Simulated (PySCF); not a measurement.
## Polarisability and C₆ of Cu²⁺ (copper, charge +2)

[Ar] 3d8 4s1, high-spin 4F determinant (an excited configuration). All numbers are calculated (PySCF 2.14, scalar relativity through the core potential, in aug-cc-pVTZ-PP with one added diffuse shell each of s, p, d, f, g type with ECP10MDF (7s7p6d4f3g, 113 functions)). Coupled (time-dependent) response in atomic units; α is the mean over directions.

```json
{"method": "PBE0", "mean α (bohr³)": "11.95", "C₆ (like pair)": "40.02", "S(−4)": "123.1"}
```

S(−4) is the Cauchy moment in α(ω) = α(0) + S(−4) ω² + …

α(iu) at PBE0:

```json
{"u (hartree)": "0", "α(iu) (bohr³)": "11.95"}
{"u (hartree)": "0.0500", "α(iu) (bohr³)": "11.65"}
{"u (hartree)": "0.100", "α(iu) (bohr³)": "10.85"}
{"u (hartree)": "0.200", "α(iu) (bohr³)": "8.619"}
{"u (hartree)": "0.300", "α(iu) (bohr³)": "6.603"}
{"u (hartree)": "0.500", "α(iu) (bohr³)": "4.143"}
{"u (hartree)": "0.750", "α(iu) (bohr³)": "2.735"}
{"u (hartree)": "1.00", "α(iu) (bohr³)": "2.036"}
{"u (hartree)": "1.50", "α(iu) (bohr³)": "1.348"}
{"u (hartree)": "2.00", "α(iu) (bohr³)": "1.001"}
{"u (hartree)": "3.00", "α(iu) (bohr³)": "0.6386"}
{"u (hartree)": "5.00", "α(iu) (bohr³)": "0.3361"}
```

For an ion, C₆ is the dispersion term alone; charge-induced terms of lower order in 1/R come first.

Energies and moments cover only the electrons outside the core potential.
